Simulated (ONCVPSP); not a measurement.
**u(r) = r·R(r): atom against pseudo-atom (Tm)**

Columns: radius, all-electron u(r) and pseudo u(r) of the 5p shell (level -30.10 eV) of thulium in the configuration [Kr] 4d10 4f13 5s2 5p6 6s1.5; PBE, scalar-relativistic, ONCV scheme, ONCVPSP 4.0.1.

```csv
r (bohr),all-electron,pseudo
0.108,0.1498,0.0153
0.215,0.1770,0.0597
0.322,-0.3110,0.1313
0.430,-0.4701,0.2271
0.538,-0.2861,0.3405
0.645,0.0316,0.4622
0.752,0.3471,0.5839
0.860,0.6031,0.6970
0.968,0.7815,0.7912
1.075,0.8880,0.8596
1.182,0.9377,0.8996
1.290,0.9443,0.9111
1.398,0.9200,0.8967
1.505,0.8755,0.8616
1.612,0.8187,0.8115
1.720,0.7547,0.7516
1.828,0.6882,0.6872
1.935,0.6229,0.6226
2.042,0.5600,0.5599
2.150,0.5001,0.5000
2.258,0.4446,0.4445
2.365,0.3941,0.3941
2.472,0.3483,0.3483
2.580,0.3067,0.3066
2.688,0.2694,0.2693
2.795,0.2364,0.2364
```

(1) How many radial nodes do the two functions have?

(2) At about which radius was the pseudo-wave matched?

(3) Where does each function peak?

(4) Is the pseudo-wave norm-conserving?

Answers

(1) The all-electron 5p function has n − l − 1 = 3 (the table is too coarse to show those close to the nucleus); the pseudo-wave has 0, since the states of the same l below it are removed with the core.

(2) 2.15 bohr. The columns agree to 0.0005 from 1.94 bohr on; several derivatives are matched, so the curves merge somewhat inside the radius.

(3) Outermost all-electron maximum near 1.29 bohr, pseudo maximum near 1.29 bohr (to the table’s step).

(4) Yes: the ONCV scheme keeps the norm inside the radius equal to the all-electron one, which fixes the energy derivative of the logarithmic derivative at the level.
